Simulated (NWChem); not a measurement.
System: C$_{3}$H$_{3}$F$_{3}$; SMILES C=C(F)C(F)F

Here is an NWChem input.

```
start job
memory heap 200 mb stack 900 mb global 1100 mb
geometry units angstroms noautosym nocenter noautoz
  C     -1.349263    -1.111308    -0.223143
  C     -0.084927    -0.718537    -0.177704
  F      0.944763    -1.558781    -0.407510
  C      0.419564     0.659081     0.149540
  F     -0.626937     1.484777     0.427180
  F      1.097330     1.163640    -0.924549
  H     -2.141168    -0.401557    -0.022979
  H     -1.607563    -2.136166    -0.463672
  H      1.105712     0.658014     1.004592
end
basis spherical
  * library 6-31g*
end
dft
  xc b3lyp
  iterations 150
end
property
  shielding
end
task dft property
```

All runs use the structure optimised with B3LYP/6-31G* (spherical d).

GIAO values for the isolated, static molecule; σ is the absolute isotropic shielding, δ = σ(reference) − σ with the isolated reference molecule computed at the same levels (13C: tetramethylsilane, 19F: trichlorofluoromethane, 1H: tetramethylsilane).

Atoms are numbered as in the input.

**Question.** Predict the main results of this run. (B3LYP/6-31G* (spherical d), GIAO.) Quantities: δ C1 (ppm); δ F3 (ppm); δ C4 (ppm); δ F5 (ppm); δ H7 (ppm); δ H8 (ppm); δ H9 (ppm).

**Answer.** 
| Property | Value |
|---|---|
| δ C1 (ppm) | 90.2 |
| δ F3 (ppm) | -119.7 |
| δ C4 (ppm) | 109.1 |
| δ F5 (ppm) | -152.8 |
| δ H7 (ppm) | 4.78 |
| δ H8 (ppm) | 4.65 |
| δ H9 (ppm) | 6.15 |
